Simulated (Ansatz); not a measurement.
Abridged output of a molecular run in Ansatz:

```
Functional definition: HF
1089 factors; integrals over basis functions are off by at most 9.5e-4 eV
mean field evaluation 1: about -80189.2049 eV, gradient 4.2e1 eV
mean field evaluation 2: about -80189.3057 eV, gradient 4.2e1 eV
mean field evaluation 4: about -80192.7383 eV, gradient 3.3e0 eV
mean field evaluation 8: about -80192.7797 eV, gradient 1.9e-1 eV
mean field -80192.77988529 eV, -2947.0303041659 hartree, gradient 1.4e-6 eV, S^2 0.000000; 0 other end points of the search recorded, 0 dependent functions left out
14 core orbitals not correlated: weight in the atoms' cores, before any rotation towards them, 1.000 or more for the frozen orbitals, at most 0.000 for the correlated occupied ones
reference -80192.77988529 eV, -2947.0303041659 hartree; 24, 24 occupied and 74, 74 virtual orbitals, 1089 factors
second order -28.51850618 eV of doubles, -0.00000000 eV of singles
cycle   1  -28.45819658 eV  change    6.0e-2 eV  update   1.0e-1
cycle   2  -29.02379885 eV  change   -5.7e-1 eV  update   2.9e-2
cycle   3  -29.15197115 eV  change   -1.3e-1 eV  update   1.3e-2
cycle   4  -29.14347786 eV  change    8.5e-3 eV  update   2.5e-3
cycle   5  -29.14322170 eV  change    2.6e-4 eV  update   1.1e-3
cycle   6  -29.14385578 eV  change   -6.3e-4 eV  update   3.2e-4
cycle   7  -29.14369767 eV  change    1.6e-4 eV  update   1.2e-4
cycle   8  -29.14361077 eV  change    8.7e-5 eV  update   4.1e-5
cycle   9  -29.14361972 eV  change   -8.9e-6 eV  update   1.5e-5
perturbative correction -0.64035500 eV, -0.0235326123 hartree
Total energy: -80222.56386001 eV, -2948.1248450486 hartree
```

Its atoms:

Cartesian coordinates in Å:
```
F 0.571 0.368 1.598
C 0.676 0.195 0.282
F 1.060 1.352 -0.257
F 1.657 -0.696 0.068
C -0.597 -0.334 -0.334
Br -2.079 0.865 -0.090
H -0.847 -1.282 0.134
H -0.442 -0.468 -1.402
```

(1) Which basis set was used?
A. def2-SVPD
B. def2-SVP
C. cc-pV(Q+d)Z
D. def2-TZVPPD

(2) Write the keys of the input that set method, charge and spin (a neutral closed shell needs none for the last two).

## Answers

(1) B. It gives 112 functions.

(2) 
```yaml
correlation: {method: ccsd_t}
```
